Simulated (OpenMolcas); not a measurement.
# neutral sulfur: effect of the IPEA shift

- Program: OpenMolcas 26.06
- Basis: ANO-R2 [5s4p3d1f]
- Scalar Hamiltonian: X2C, finite nucleus
- Active space: 6 electrons in 9 orbitals (RAS2 3s 3p; RAS3 3d, at most 2 electrons)
- State averaging: 2S+1 = 3 even, 3 roots; 2S+1 = 1 even, 6 roots; 2S+1 = 3 odd, 3 roots
- Spin-orbit coupling: RASSI with atomic mean-field integrals over the reference wave functions, term energies averaged over their components

Methods on the same reference wave functions:
A. RASSCF
B. SS-RASPT2, IPEA 0 Eh, imaginary shift 0.1 Eh (closed shells correlated: 2s 2p)
C. SS-RASPT2, IPEA 0.25 Eh, imaginary shift 0.1 Eh (closed shells correlated: 2s 2p)

Energies in cm-1 above 3s2 3p4 3P2, the measured ground level; measured values from NIST Handbook of Basic Atomic Spectroscopic Data.

```csv
Level,A,B,C,Measured
3s2 3p4 3P2,0.0,0.0,0.0,0.0
3s2 3p4 3P1,357,358,358,396
3s2 3p4 3P0,523,523,523,574
3s2 3p4 1D2,10984,9700,9720,9239
3s2 3p4 1S0,24021,22590,22780,22180
3s 3p5 3P* 2,75483,75800,76110,72023
3s 3p5 3P* 1,75820,76140,76440,72382
3s 3p5 3P* 0,75988,76310,76610,72572
```

Deviations, from unrounded energies. A percentage is the sum of absolute deviations over the sum of measured energies, with the sign that they share, or ± where signs differ.

| Against measurement | Levels | A | B | C |
| --- | --- | --- | --- | --- |
| mean absolute deviation (cm-1) | 7 | 2000 | 1700 | 1900 |
| fine structure of the ground term (%) | 2 | -9.2 | -9.1 | -9.1 |
| other terms of the ground configuration (%) | 2 | +11.4 | +2.8 | +3.4 |
| other configurations (%) | 3 | +4.8 | +5.2 | +5.6 |

B lies closest to measurement on these levels and A furthest from it. The largest miss of B in the table is 3s 3p5 3P* 2, by +3800 cm-1. The ranking rests on the paired levels alone, and a cruder setting can come out closer through cancelling errors.

Between B and C the level of the table that moves most is 3s 3p5 3P* 1, by 310 cm-1 (lowest in B, highest in C). Moves below CASPT2's spread within the term are not significant.

From A to B the spin-free energies of the other terms of 3s2 3p4 shown, above 3P, scale by factors of 0.88 to 0.94.

The lowest spin-free term lies below A's lowest term by 0.251 hartree in B, 0.249 hartree in C.

Term energies are means over components that CASPT2 splits; among the terms shown or strongly mixed into the levels shown the widest spread is 17 cm-1 (3s2 3p4 1D, C). Active for correlation alone: 3d; no level in the range computed is led by a configuration that fills it, so any true level of that kind is missing. Some terms mix strongly with configurations of 3d, whose occupation reaches 0.28 (3s 3p5 3P*). Without dynamic correlation excited terms often stand tens of per cent too high (terms of higher spin than the ground term too low), and those without a measured partner can miss by more than the paired ones (holds for A). Computed and measured levels are paired by configuration, term and J; levels that our copy of the source lacks, or whose pairing is in doubt (as where it misses far off the trend of its configuration), stay unpaired and out of the deviations. Levels of configurations outside the active space are missing.

* marks odd parity.
